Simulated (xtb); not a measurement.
Br2H2O2Si, SMILES O[Si](O)(Br)Br. All values are semi-empirical tight-binding results from xtb (GFN2-xTB unless named), good for trends rather than for accurate numbers. Coordinates come from a GFN2-xTB optimisation. One conformer was computed; it need not be the lowest.

| Item | Result |
|---|---|
| point group as xtb finds it | C2 |
| orbital gap | 6.81 eV |
| zero-point energy | 18.4 kcal/mol |
| G − E(el) at 298.15 K (modified RRHO) | -2.8 kcal/mol |
| static polarisability (D4 model) | 84.0 bohr³ |
| solvation energy, GFN2-xTB/ALPB(water) | -10.2 kcal/mol |
| solvation energy, GFN2-xTB/ALPB(hexane) | -4.2 kcal/mol |
